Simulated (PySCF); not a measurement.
C4H9O (SMILES [CH2]COCC), doublet, at a GFN2-xTB geometry; MP2/def2-SV(P) in PySCF.

Here is a job for PySCF.
```python
from pyscf import gto, scf, mp

mol = gto.M(
    atom='''
C     1.10798705    1.18179737   -0.76313108
C     1.33034849   -0.07180201   -0.02021535
O     0.27650318   -1.01579934   -0.11597982
C    -0.85408114   -0.70550448    0.66520795
C    -1.67531244    0.46490693    0.13456300
H     0.67540127    1.14301983   -1.74337653
H     1.52015430    2.10484805   -0.40642384
H     1.54862473    0.14020034    1.03936909
H     2.19740896   -0.61752059   -0.43365216
H    -0.54235749   -0.49679618    1.70154342
H    -1.45465890   -1.61952186    0.66060789
H    -1.04658407    1.35510406    0.07587418
H    -2.51483962    0.65957172    0.79662790
H    -2.04882656    0.24110264   -0.86127870
''',
    basis='def2-sv(p)',
    spin=1,
    verbose=4,
)

mf = scf.UHF(mol)
mf.kernel()

pt = mp.MP2(mf, frozen=5)
pt.kernel()
print('E(MP2) = %.10f' % pt.e_tot)
```

Question: Predict the main parts of the log of this PySCF run.

Answer: 
```
PySCF version 2.14.0

[INPUT] verbose = 4
[INPUT] num. atoms = 14
[INPUT] num. electrons = 41
[INPUT] charge = 0
[INPUT] spin (= nelec alpha-beta = 2S) = 1
[INPUT] symmetry False subgroup None
[INPUT] Mole.unit = angstrom
[INPUT] Symbol           X                Y                Z      unit          X                Y                Z       unit  Magmom
[INPUT]  1 C      1.107987050000   1.181797370000  -0.763131080000 AA    2.093792074065   2.233273364031  -1.442108738344 Bohr   0.0
[INPUT]  2 C      1.330348490000  -0.071802010000  -0.020215350000 AA    2.513994296329  -0.135686134093  -0.038201475012 Bohr   0.0
[INPUT]  3 O      0.276503180000  -1.015799340000  -0.115979820000 AA    0.522515282771  -1.919582550114  -0.219170095776 Bohr   0.0
[INPUT]  4 C     -0.854081140000  -0.705504480000   0.665207950000 AA   -1.613979442756  -1.333210246854   1.257060841383 Bohr   0.0
[INPUT]  5 C     -1.675312440000   0.464906930000   0.134563000000 AA   -3.165881684677   0.878546771112   0.254287216500 Bohr   0.0
[INPUT]  6 H      0.675401270000   1.143019830000  -1.743376530000 AA    1.276323424483   2.159994433647  -3.294504173695 Bohr   0.0
[INPUT]  7 H      1.520154300000   2.104848050000  -0.406423840000 AA    2.872675294080   3.977586348325  -0.768029748094 Bohr   0.0
[INPUT]  8 H      1.548624730000   0.140200340000   1.039369090000 AA    2.926476609429   0.264940245171   1.964122922438 Bohr   0.0
[INPUT]  9 H      2.197408960000  -0.617520590000  -0.433652160000 AA    4.152501118065  -1.166944791380  -0.819483815726 Bohr   0.0
[INPUT] 10 H     -0.542357490000  -0.496796180000   1.701543420000 AA   -1.024907117707  -0.938808719930   3.215451052856 Bohr   0.0
[INPUT] 11 H     -1.454658900000  -1.619521860000   0.660607890000 AA   -2.748906925661  -3.060452768146   1.248367987827 Bohr   0.0
[INPUT] 12 H     -1.046584070000   1.355104060000   0.075874180000 AA   -1.977757258633   2.560775543686   0.143381420126 Bohr   0.0
[INPUT] 13 H     -2.514839620000   0.659571720000   0.796627900000 AA   -4.752358129005   1.246409910308   1.505408554187 Bohr   0.0
[INPUT] 14 H     -2.048826560000   0.241102640000  -0.861278700000 AA   -3.871721075135   0.455617957510  -1.627580859921 Bohr   0.0

nuclear repulsion = 187.979168091829
number of shells = 48
number of NR pGTOs = 156
number of NR cGTOs = 88
basis = def2-sv(p)
ecp = {}

******** <class 'pyscf.scf.uhf.UHF'> ********
method = UHF
initial guess = minao
damping factor = 0
level_shift factor = 0
DIIS = <class 'pyscf.scf.diis.CDIIS'>
diis_start_cycle = 1
diis_space = 8
diis_damp = 0
SCF conv_tol = 1e-09
SCF conv_tol_grad = None
SCF max_cycles = 50
direct_scf = True
direct_scf_tol = 1e-13
number electrons alpha = 21  beta = 20
Set gradient conv threshold to 3.16228e-05
init E= -231.98207855215

cycle= 1 E= -231.202526525304  delta_E= 0.78  |g|= 0.41  |ddm|= 2.39
cycle= 2 E= -231.286185751155  delta_E= -0.0837  |g|= 0.208  |ddm|= 0.491
cycle= 3 E= -231.304522553147  delta_E= -0.0183  |g|= 0.0567  |ddm|= 0.202
cycle= 4 E= -231.307045688173  delta_E= -0.00252  |g|= 0.0152  |ddm|= 0.0881
cycle= 5 E= -231.307298394797  delta_E= -0.000253  |g|= 0.00751  |ddm|= 0.0282
cycle= 6 E= -231.307392565372  delta_E= -9.42e-05  |g|= 0.00295  |ddm|= 0.0193
cycle= 7 E= -231.307408345222  delta_E= -1.58e-05  |g|= 0.000944  |ddm|= 0.00869
cycle= 8 E= -231.307410081446  delta_E= -1.74e-06  |g|= 0.000271  |ddm|= 0.0031
cycle= 9 E= -231.307410210942  delta_E= -1.29e-07  |g|= 0.000104  |ddm|= 0.000778
cycle= 10 E= -231.307410227907  delta_E= -1.7e-08  |g|= 5.03e-05  |ddm|= 0.00026
cycle= 11 E= -231.307410231989  delta_E= -4.08e-09  |g|= 2.38e-05  |ddm|= 0.000123
cycle= 12 E= -231.307410233141  delta_E= -1.15e-09  |g|= 8.9e-06  |ddm|= 7.23e-05
cycle= 13 E= -231.307410233301  delta_E= -1.6e-10  |g|= 3.88e-06  |ddm|= 2.79e-05
Extra cycle  E= -231.307410233319  delta_E= -1.72e-11  |g|= 2.46e-06  |ddm|= 6.59e-06
converged SCF energy = -231.307410233319  <S^2> = 0.76253048  2S+1 = 2.0124915

******** <class 'pyscf.mp.ump2.UMP2'> ********
nocc = (np.int64(16), np.int64(15)), nmo = (83, 83)
frozen orbitals 5
E(UMP2) = -231.971706129288  E_corr = -0.664295895969554
E(SCS-UMP2) = -231.963405624981  E_corr = -0.655995391662036
E_corr(same-spin) = -0.162876557886263
E_corr(oppo-spin) = -0.50141933808329
E(MP2) = -231.9717061293
```
